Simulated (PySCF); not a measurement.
M06 on C⁻ (carbon, charge -1), [He] 2s2 2p3, high-spin 4S determinant. Calculation: PySCF 2.14, in dyall-av2z; no relativity, point nucleus.

```
cycle= 1 E= -37.8786191223419  delta_E= -0.00753  |g|= 0.164  |ddm|= 0.217
cycle= 2 E= -37.878774135201  delta_E= -0.000155  |g|= 0.0185  |ddm|= 0.0606
cycle= 3 E= -37.8785674694353  delta_E= 0.000207  |g|= 0.02  |ddm|= 0.0355
cycle= 4 E= -37.8788875288127  delta_E= -0.00032  |g|= 0.000448  |ddm|= 0.0219
cycle= 5 E= -37.8788876708832  delta_E= -1.42e-07  |g|= 0.000153  |ddm|= 0.000909
cycle= 6 E= -37.8788876935331  delta_E= -2.26e-08  |g|= 3.4e-05  |ddm|= 0.000319
cycle= 7 E= -37.878887694959  delta_E= -1.43e-09  |g|= 4.93e-06  |ddm|= 9.43e-05
cycle= 8 E= -37.8788876949924  delta_E= -3.34e-11  |g|= 5.29e-07  |ddm|= 1.78e-05
converged SCF energy = -37.8788876949924  <S^2> = 3.7568357  2S+1 = 4.0034164
```

Highest occupied orbital energy: 1.071 eV; ⟨L²⟩ = 0.00; populations by l: s 4.00, p 3.00, d 0.00.

**Question.** Can this result be used?

**Answer.** With care. The calculation finished and met its thresholds. At M06 the highest occupied level has a positive energy, so only the finite basis holds that electron; in a semilocal or global hybrid functional this comes from self-interaction and does not mean that the real anion is unbound.
